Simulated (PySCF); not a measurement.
1-fluoro-1-methylcyclopropane (C4H7F), SMILES CC1(F)CC1. Atoms are numbered in the order given.

```xyz
12

C      0.8048     1.3824     0.0000
C     -0.0591     0.1501     0.0000
F     -1.4047     0.4765     0.0000
C      0.3015    -1.0927    -0.7624
C      0.3015    -1.0927     0.7624
H      0.6013     1.9991    -0.8990
H      1.8778     1.1103     0.0000
H      0.6013     1.9991     0.8990
H     -0.5280    -1.6153    -1.2628
H      1.2629    -1.1247    -1.2991
H     -0.5280    -1.6153     1.2628
H      1.2629    -1.1247     1.2991
```

Geometry: PBE-D3(BJ)/def2-SVP.

Calculation: PySCF with HF/def2-TZVP.

The molecule is in vacuum.

**Question.** Estimate the frontier levels, gap, dipole moment and polarisability. (An estimate is asked for; the answer gives what the named calculation found.)

**Answer.** 
```yaml
highest_occupied_level: -11.15 eV
lowest_empty_level: 3.83 eV
orbital_gap: 14.98 eV
dipole_moment: 1.96 D
quadrupole, principal values (traceless, Buckingham form, about the centre of nuclear charge): -3.41, 1.09, 2.32 D·Å
mean_static_polarisability: 45.6 bohr³ (6.76 Å³)
polarisability_principal_values: 42.8, 45.6, 48.4 bohr³
```
